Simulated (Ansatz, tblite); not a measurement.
Removing and adding an electron: n-GeSiSiH8 (Si₂GeH₈). Total charge 0; singlet. Geometry: r2SCAN-D4/def2-SVP. Ansatz, gas phase; energy differences of separate SCF runs; the oxidised species was run as a doublet alone; the reduced species was run as a doublet alone.

```xyz
11

Ge   -0.569    1.758   -0.683
Si   -0.868   -0.478    0.078
Si    1.204   -1.428    0.629
H     0.262    1.771   -1.977
H     0.180    2.586    0.376
H    -1.918    2.439   -0.964
H    -1.757   -0.474    1.283
H    -1.533   -1.291   -0.989
H     1.045   -2.833    1.116
H     1.858   -0.617    1.703
H     2.095   -1.433   -0.573
```

The xTB rows come from tblite. HOMO above LUMO, or a gap near zero within one spin, warns that the state may not be the lowest or that an electron is smeared out.

Task: Estimate orbital energies and vertical ionisation energies and electron affinities at: GFN1-xTB; GFN2-xTB; PBE-D4/def2-TZVP; PBE-D4/def2-TZVPD; r2SCAN-D4/def2-TZVP; r2SCAN-D4/def2-TZVPD; PBE0-D4/def2-TZVP; PBE0-D4/def2-TZVPD.

Result: 
| level | −HOMO (eV) | vertical IE (eV) | −LUMO (eV) | vertical EA (eV) | HOMO–LUMO gap (eV) | IE − EA (eV) | remarks |
| --- | --- | --- | --- | --- | --- | --- | --- |
| GFN1-xTB | 11.44 | 13.50 | 7.69 | – | 3.75 | – | – |
| GFN2-xTB | 9.81 | 12.38 | 5.70 | 2.81 | 4.11 | 9.58 | – |
| PBE-D4/def2-TZVP | 6.93 | 9.62 | 1.01 | – | 5.92 | – | – |
| PBE-D4/def2-TZVPD | 6.93 | – | 1.11 | -0.73 | 5.82 | – | HOMO above zero (-1 doublet), gap within one spin near zero (-1 doublet) |
| r2SCAN-D4/def2-TZVP | 7.18 | 9.72 | 0.77 | – | 6.41 | – | – |
| r2SCAN-D4/def2-TZVPD | 7.17 | – | 0.80 | -0.92 | 6.37 | – | HOMO above zero (-1 doublet) |
| PBE0-D4/def2-TZVP | 7.98 | 9.81 | 0.20 | – | 7.78 | – | – |
| PBE0-D4/def2-TZVPD | 7.97 | – | 0.33 | -0.92 | 7.64 | – | HOMO above zero (-1 doublet) |

   A HOMO above zero means that the electron is unbound at that level or that self-interaction error raises the level; the energy of removing that electron tells which. Raw xTB energy differences between charge states are shifted by several eV; the methods need an empirical correction for them. A negative affinity means that the extra electron isn't bound; its size then hangs on the basis.
